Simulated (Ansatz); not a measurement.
A nudged elastic band was laid between two geometries of Cl2GeH2O2 + H3P (11 atoms, charge 0, multiplicity 1).

Theory: RKS PBE/def2-SVP in Ansatz.

| Item | Value |
| --- | --- |
| movable images | 7 |
| climbing image | yes |
| spring | 5.0 eV/Å² |
| optimiser | quadratic models (default) |
| start path | through a guess of the saddle point |
| force threshold | 0.05 eV/Å |
| iteration limit | 60 |
| end points | relaxed |

Image 0:

```xyz
11
Properties=species:S:1:pos:R:3
Ge -0.275 -0.524 -0.036
O -0.235 -0.526 1.735
H -1.057 -0.139 2.093
O 1.425 -0.464 -0.524
H 1.540 -0.856 -1.411
Cl -1.399 1.191 -0.734
Cl -1.212 -2.297 -0.852
P 1.361 3.186 1.307
H 2.578 3.203 2.081
H 1.964 2.386 0.271
H 0.881 2.011 1.990
```

Image 8:

```xyz
11
Properties=species:S:1:pos:R:3
Ge 0.141 0.704 -0.075
O 0.366 0.000 2.357
H 0.888 -0.748 1.990
O 1.289 -0.691 0.028
H 1.492 -0.982 -0.884
Cl 0.157 1.045 -2.265
Cl -1.918 -0.005 0.263
P 0.643 2.708 0.995
H 1.947 2.201 1.332
H 1.109 3.300 -0.235
H -0.542 -0.361 2.413
```

Task: What changes between the two ends?

Result: Bonds broken: Ge1–O2, P8–H11. Bonds formed: Ge1–P8, O2–H11. Cl2GeH2O2 + H3P becomes Cl2GeH3OP + H2O.

Task: What energy profile does the band end with?

Result: It converged. The highest image is number 4 of 0 to 8, 1.39 eV above the first end and 1.70 eV above the last; the last end lies 0.31 eV below the first. Beside the main top the profile has a ripple of under 15 meV (maxima at images 2, 4), which may be a very shallow well or noise. Neighbouring images differ by up to 1.4 eV, so the band resolves the path poorly. A vibrational analysis at the climbing image gives one clearly imaginary mode, 1019i cm⁻¹: a first-order saddle point. The orbitals stay closed-shell, which can raise the energy where a bond breaks towards radicals; this wasn't checked here.

```
image  path coordinate (Å)  energy (eV)  Ge1–O2 (Å)  P8–H11 (Å)  Ge1–P8 (Å)
    0                 0.00         0.00        1.77        1.44        4.27
    1                 1.59         0.00        1.77        1.44        4.61
    2                 3.18         0.02        1.77        1.44        4.99
    3                 4.78         0.01        1.77        1.44        4.06
    4                 6.37         1.39        1.93        1.69        2.79
    5                 7.84         0.32        2.71        2.42        2.37
    6                 9.31        -0.10        3.32        2.85        2.32
    7                10.78        -0.15        3.10        3.09        2.32
    8                12.26        -0.31        2.54        3.58        2.33
```

Task: What is the geometry of the highest image?

Result: 
```xyz
11
Properties=species:S:1:pos:R:3
Ge 0.204 0.244 0.075
O -0.236 0.115 1.952
H -1.117 -0.241 2.212
O 1.850 -0.192 -0.494
H 1.765 -1.079 -0.905
Cl -1.096 1.535 -1.133
Cl -0.791 -1.703 -0.350
P 1.349 2.405 1.420
H 2.504 1.767 0.871
H 0.872 3.058 0.244
H 0.267 1.262 2.028
```

The band took 29 iterations and roughly 11 core-minutes.

Run time: 3.1 min on 4 threads of Intel(R) Xeon(R) 6975P-C (Granite Rapids), on a shared host, peak memory 0.24 GiB.
